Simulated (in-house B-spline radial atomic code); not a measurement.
Whole-atom quantities along the 54-electron series, configuration 1s2 2s2 2p6 3s2 3p6 3d10 4s2 4p6 4d10 4f5/2(6) 4f7/2(2). Breit and QED terms are first order and not part of the total energy; the density at the nucleus is averaged over the nuclear charge. Computed with a radial B-spline atomic code at the basis-set limit: Dirac-Hartree-Fock, jj configuration that fills j = l - 1/2 first, finite nuclei.

| ion | Z | E/Z² (Eh) | Σ<r²> (bohr²) | n(0)/Z³ (bohr⁻³) | Lamb diamagnetic shielding (ppm) | repulsion over attraction | Breit energy (eV) | self-energy (eV) | vacuum polarisation (eV) |
| --- | --- | --- | --- | --- | --- | --- | --- | --- | --- |
| Tm15+ | 69 | -2.8355 | 10.089 | 2.6795 | 8437.01 | 0.13256 | 359.42 | 291.91 | -48.998 |
| Yb16+ | 70 | -2.8531 | 9.4948 | 2.7686 | 8612.32 | 0.13103 | 377.72 | 308.15 | -52.456 |
| Lu17+ | 71 | -2.8705 | 8.9586 | 2.8661 | 8789.22 | 0.12952 | 396.69 | 325.12 | -56.133 |
| Hf18+ | 72 | -2.8878 | 8.4715 | 2.9829 | 8967.84 | 0.12801 | 416.35 | 342.85 | -60.053 |
| Ta19+ | 73 | ? | ? | ? | ? | ? | ? | ? | ? |
| W20+ | 74 | -2.9221 | 7.6192 | 3.2234 | 9330.28 | 0.12501 | 457.8 | 380.75 | -68.632 |
| Re21+ | 75 | ? | ? | ? | ? | ? | ? | ? | ? |
| Os22+ | 76 | -2.9559 | 6.898 | 3.4838 | 9700.2 | 0.12206 | 502.21 | 422.1 | -78.303 |

Problem. Fill in the row of Ta19+.

Solution. E/Z² (Eh): -2.905; Σ<r²> (bohr²): 8.0268; n(0)/Z³ (bohr⁻³): 3.1011; Lamb diamagnetic shielding (ppm): 9148.16; repulsion over attraction: 0.1265; Breit energy (eV): 436.72; self-energy (eV): 361.39; vacuum polarisation (eV): -64.214.

Problem. Fill in the row of Re21+.

Solution. E/Z² (Eh): -2.939; Σ<r²> (bohr²): 7.2442; n(0)/Z³ (bohr⁻³): 3.3546; Lamb diamagnetic shielding (ppm): 9514.29; repulsion over attraction: 0.12353; Breit energy (eV): 479.63; self-energy (eV): 400.98; vacuum polarisation (eV): -73.327.

Problem. With what power of Z does the column «Σ<r²> (bohr²)» change over this range?

Solution. A fit of the logarithm of its size against log Z from Z = 69 to 76 has slope -3.93. Unscreened non-relativistic hydrogenic orbitals would give -2.
